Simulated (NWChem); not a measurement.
C₄H₈Si in NWChem

SMILES: C(#CC)C[SiH3]
```xyz
13

C      0.7204    -3.0299     0.0000
C      0.0801    -1.7200     0.0000
C     -0.4731    -0.6260     0.0000
C     -1.0747     0.6994     0.0000
Si     0.2468     2.0846     0.0000
H      0.4338    -3.6229     0.8943
H      1.8280    -2.9465     0.0000
H      0.4338    -3.6229    -0.8943
H     -1.7265     0.8475    -0.8900
H     -1.7265     0.8475     0.8900
H     -0.4326     3.4301     0.0000
H      1.1090     1.9710     1.2261
H      1.1090     1.9710    -1.2261
```
Charge 0, spin multiplicity 1.

Program: NWChem. The geometry was optimised at PBE/def2-SVP, with no frequency check, so it may be a saddle point. It is one conformer; others weren't searched.

The structure started from a generated list of species. No SCF solution was tested for a lower state.

Worked example. At CAM-B3LYP/def2-SVP the molecule has a total energy of -446.36558 Ha and the free atoms (multiplicities C 3, Si 3, H 2) C -37.79154, H -0.49790, Si -289.27834 Ha. The electronic atomisation energy is the atoms' sum less the molecule's energy.

4·(-37.79154) + 1·(-289.27834) + 8·(-0.49790) = -444.42770 Ha for the atoms; less the molecule's energy this leaves 1.93788 Ha, or 1216.0 kcal/mol (5088 kJ/mol), without zero-point, thermal or spin-orbit terms.
